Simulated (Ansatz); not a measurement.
Reaction (redistribution): `O[SiH2]/N=C/F` + `[F][GeH2][CH2]Cl` → `F/C=N/[SiH2]F` + `[OH][GeH2][CH2]Cl`

Computed with Ansatz on PBE0-D4/def2-TZVP structures; ΔE is electronic, products minus reactants. CBS: MP2 limit from def2 TZ/QZ plus the TZ coupled-cluster correction, frozen cores. Double bonds are as drawn, so ΔE can hold a change between cis and trans. DFT in def2-TZVPP. B3LYP here is the variant with VWN-RPA as its local correlation; programs differ in this. For Ge outer-core shells are correlated without core-valence functions, which leaves a few kJ/mol of doubt a bond. Scalar relativity is left out up to krypton. Each species was taken in one conformer, which may not be the lowest.

| level | ΔE (kJ/mol) | difference from CCSD(T)/CBS |
| --- | --- | --- |
| PBE-D4 | -15.4 | 3.8 |
| r2SCAN-D4 | -16.3 | 2.9 |
| PBE0-D4 | -15.6 | 3.6 |
| ωB97X-V | -15.2 | 4.0 |
| ωB97M-V | -15.7 | 3.5 |
| PBE | -14.6 | 4.6 |
| r2SCAN | -16.1 | 3.1 |
| PBE0 | -14.9 | 4.3 |
| B3LYP | -14.3 | 4.9 |
| HF/def2-TZVPP | -13.4 | 5.8 |
| SCS-MP2/def2-TZVPP | -17.9 | 1.3 |
| CCSD/def2-TZVPP | -17.8 | 1.4 |
| MP2/def2-QZVPP | -19.4 | -0.2 |
| SCS-MP2/def2-QZVPP | -17.9 | 1.3 |
| HF/CBS(def2) | -12.6 | 6.6 |
| MP2/CBS(def2) | -19.9 | -0.7 |
| CCSD(T)/CBS | -19.2 | 0 |

Largest T1 diagnostic among the species: 0.013.

In def2-TZVPP, CCSD(T) changes the Hartree–Fock value by −5.0 kJ/mol (the triples alone add −0.6 kJ/mol) and MP2 by −5.8 kJ/mol.
